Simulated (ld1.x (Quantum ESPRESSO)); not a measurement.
## What the settings do to the TM potential of Si

Base potential:

ld1.x (Quantum ESPRESSO) 7.5 input, shortened:

```
&input
   title='Si', zed=14., rel=2, dft='PZ', iswitch=3,
   config='[Ne] 3s1.5 3p2.5', rel_dist='average'
 /
 &inputp
   pseudotype=2, tm=.true., lloc=0,
   nlcc=.true., rcore=1.30
 /
2
3P  2  1   2.50   0.00  1.55  1.55  0.0
3S  1  0   1.50   0.00  1.40  1.40  0.0
 &test
   configts(1)='3s1.5 3p2.5'
 /
```

Open shells are filled in proportion to 2j + 1 (rel_dist='average').

Cutoffs, loose and tight: the cutoffs (Ry, on a coarse ladder) from which the occupation-weighted sum of valence levels, in a spherical-Bessel basis at the reference potential, stays within 10 and 1 mRy of its value at 400 Ry. They do not see the model core or the augmentation charge, which bear on the density cutoff. Test errors are all-electron minus pseudo excitation energies from the reference, over the configurations 3s2 3p2; 3s2 3p1; 3s2 3p0; 3s2 3p1.5; 3s1 3p0; 3s2 3p2.3; 3s0 3p4. A dash means not determined; rows that change the core or the reference have their own tests. The largest error is taken over the tests solved by every variant that gives reliable tests at all: 3s0 3p4; 3s2 3p1; 3s2 3p1.5; 3s2 3p2; 3s2 3p2.3.

A true bound ghost makes a file unfit for plane-wave use even where its test errors are small: the radial tests pick states by their node count and pass the ghost by. Where a test does run into it, the solver fails or the error is huge.

```tsv
change	outcome	cutoff, loose	cutoff, tight	bound ghosts	largest test error (meV)
base	generated	35 Ry	70 Ry	none	+2.2
wave 3s (bound): rc 1.40 bohr becomes 3s (bound): rc 1.26 bohr	generated	45 Ry	90 Ry	none	+2.6
wave 3s (bound): rc 1.40 bohr becomes 3s (bound): rc 1.44 bohr	generated	35 Ry	70 Ry	none	+2.2
wave 3s (bound): rc 1.40 bohr becomes 3s (bound): rc 1.54 bohr	generated	30 Ry	45 Ry	none	+3.3
wave 3s (bound): rc 1.40 bohr becomes 3s (bound): rc 1.76 bohr	generated	30 Ry	45 Ry	none	+3.4
wave 3s (bound): rc 1.40 bohr becomes 3s (bound): rc 1.90 bohr	generated	30 Ry	45 Ry	none	+2.2
wave 3s (bound): rc 1.40 bohr becomes 3s (bound): rc 2.04 bohr	generated	30 Ry	45 Ry	none	-2.6
```

Problem. What comes out with this change to the base: wave 3s (bound): rc 1.40 bohr becomes 3s (bound): rc 0.90 bohr?

Solution. outcome: generated; cutoff, loose: 160 Ry; cutoff, tight: 300 Ry; bound ghosts: p3/2; largest test error (meV): +124.

Problem. What comes out with this change to the base: wave 3s (bound): rc 1.40 bohr becomes 3s (bound): rc 1.06 bohr?

Solution. outcome: generated; cutoff, loose: 140 Ry; cutoff, tight: 300 Ry; bound ghosts: none; largest test error (meV): +28.

Reading the sweep of the s radius (base included, trends over the rows without a ghost): The loose cutoff falls from 140 Ry at 1.06 to 30 Ry at 2.04 bohr. A larger radius leaves more room for a smooth pseudo-wave, so fewer plane waves are needed; a smaller one forces it to follow the all-electron wave where it bends sharply. The median size of the test errors (rows with all tests solved) is not monotonic: lowest 1.0 meV at 1.26 bohr, highest 7.9 meV at 1.06 bohr. Bound ghosts are found at 0.9 bohr.
